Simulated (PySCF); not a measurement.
Excitations are Tamm–Dancoff values on a coarser integration grid. The basis has no diffuse functions, so Rydberg states are missing or too high.

Cartesian coordinates (Å):
SMILES: O=CS
```xyz
5

O     -1.0337    -0.6140    -0.7476
C     -0.5539     0.1587     0.0298
S      1.1674     0.2713     0.4723
H     -1.1413     0.9147     0.5796
H      1.5614    -0.7307    -0.3342
```
Charge 0, multiplicity 1.

Task: Estimate the LUMO, brightest of the four lowest singlets (TDA) and T1 excitation (TDA) that PBE-D3(BJ)/def2-TZVP // B3LYP-D3(BJ)/def2-TZVP run with PySCF returns for this input.

Result: 
LUMO: -2.15 eV
brightest of the four lowest singlets (TDA): 6.09 eV
T1 excitation (TDA): 3.98 eV
